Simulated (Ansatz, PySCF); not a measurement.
C3H6F2Si, SMILES F[SiH2]/C=C(\F)C. Atoms are numbered in the order given.

```xyz
12

C      2.5517    -1.0598     0.0185
C      1.2639    -0.3561    -0.1925
F      1.3266     0.4981    -1.2319
C      0.1137    -0.4537     0.4769
Si    -1.3815     0.5446     0.0177
F     -2.5565     0.1434     1.0731
H      3.3551    -0.3297     0.2055
H      2.8283    -1.6218    -0.8878
H      2.4892    -1.7519     0.8665
H      0.0749    -1.1506     1.3186
H     -1.1422     2.0097     0.1422
H     -1.8752     0.2252    -1.3511
```
Charge 0, spin multiplicity 1.

Geometry: PBE0-D3(BJ)/def2-SVP. The structure was generated by enumeration; whether it is a known compound was not checked. One conformer was computed; it need not be the lowest.

Two levels are set side by side: PBE-D3(BJ)/def2-SVP (Ansatz, a program for electronic structure) and PBE0-D3(BJ)/def2-SVP (Ansatz). Each level has its own optimised geometry; the coordinates shown are those of the second. Frequencies come from the Hessian of PySCF at each geometry. Differences are taken from unrounded values.

| quantity | PBE0-D3(BJ) |
|---|---|
| mean bond length (Å) | 1.366 |
| bond C1–C2 (Å) | 1.483 |
| bond C2–F3 (Å) | 1.347 |
| bond C2–C4 (Å) | 1.334 |
| bond C4–Si5 (Å) | 1.856 |
| bond Si5–F6 (Å) | 1.630 |
| bond C1–H7 (Å) | 1.102 |
| bond C1–H8 (Å) | 1.102 |
| bond C1–H9 (Å) | 1.096 |
| bond C4–H10 (Å) | 1.093 |
| bond Si5–H11 (Å) | 1.490 |
| bond Si5–H12 (Å) | 1.490 |
| highest harmonic wavenumber (cm⁻¹) | 3220 |
| mean harmonic wavenumber (cm⁻¹) | 1217 |
| zero-point energy (kcal/mol) | 52.18 |

What does PBE-D3(BJ) give, and how far is it from PBE0-D3(BJ)? (An estimate is asked for; the answer gives what the named calculation found.)


| quantity | PBE-D3(BJ) | PBE-D3(BJ) minus PBE0-D3(BJ) |
|---|---|---|
| mean bond length (Å) | 1.376 | 0.011 |
| bond C1–C2 (Å) | 1.490 | 0.007 |
| bond C2–F3 (Å) | 1.364 | 0.017 |
| bond C2–C4 (Å) | 1.346 | 0.012 |
| bond C4–Si5 (Å) | 1.864 | 0.009 |
| bond Si5–F6 (Å) | 1.644 | 0.014 |
| bond C1–H7 (Å) | 1.110 | 0.009 |
| bond C1–H8 (Å) | 1.110 | 0.009 |
| bond C1–H9 (Å) | 1.105 | 0.008 |
| bond C4–H10 (Å) | 1.101 | 0.008 |
| bond Si5–H11 (Å) | 1.502 | 0.012 |
| bond Si5–H12 (Å) | 1.502 | 0.012 |
| highest harmonic wavenumber (cm⁻¹) | 3128 | -92 |
| mean harmonic wavenumber (cm⁻¹) | 1174 | -42 |
| zero-point energy (kcal/mol) | 50.36 | -1.82 |

GGA bonds tend to be longer and softer than those of functionals with exact exchange. Differences between two approximate levels are no errors against the true value.
